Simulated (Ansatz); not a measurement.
Mulliken charges of C2H6CdO (`C[CH2][Cd][OH]`) from ωB97M-V/def2-TZVPP in Ansatz (PBE0-D4/def2-TZVP geometry).

| atom | x (Å) | y (Å) | z (Å) | charge (e) |
| --- | --- | --- | --- | --- |
| C1 | -0.894 | 0.882 | 0.913 | -0.315 |
| C2 | -0.305 | -0.506 | 0.693 | -0.460 |
| Cd3 | 0.991 | -0.669 | -0.953 | 0.690 |
| O4 | 2.298 | -0.876 | -2.423 | -0.634 |
| H5 | -1.487 | 1.217 | 0.058 | 0.098 |
| H6 | -1.555 | 0.897 | 1.787 | 0.105 |
| H7 | -0.121 | 1.634 | 1.084 | 0.101 |
| H8 | -1.097 | -1.245 | 0.548 | 0.125 |
| H9 | 0.263 | -0.829 | 1.570 | 0.128 |
| H10 | 1.990 | -0.557 | -3.274 | 0.161 |

Q: By hand: the dipole of these point charges (1 e Å = 4.8032 D).

A: Σ q r = (-0.456, 0.076, 0.317) e Å, of length 0.561 e Å = 2.69 D.

Q: How does the dipole of the full density compare? (Best estimate.)

A: The calculation gave: (-0.433, 0.141, 0.144) e Å, 2.29 D; the point charges give 1.17 times that, at 19° from its direction.

Point charges leave out the atoms' own dipoles, such as those of lone pairs, and Mulliken's split depends on the basis, so the two needn't agree.
